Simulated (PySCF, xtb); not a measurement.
C2HF3O2, SMILES O=C(O)C(F)(F)F. One conformer was computed; it need not be the lowest.

Harmonic wavenumbers (cm⁻¹) from xtb with GFN2-xTB at its own minimum, in rising order: 29, 184, 207, 361, 394, 448, 535, 613, 627, 725, 740, 1081, 1100, 1128, 1144, 1257, 1848, 3398.

Task: What does PySCF 2.14.0 with PBE-D3(BJ)/def2-SVP give at its own minimum? (An estimate is asked for; the answer gives what the named calculation found.)

Result: 24, 229, 230, 382, 414, 494, 573, 613, 652, 767, 781, 1126, 1169, 1183, 1241, 1388, 1846, 3620. Paired by order, the mean absolute difference is 52 cm⁻¹ and the zero-point energies are 22.6 and 23.9 kcal/mol.
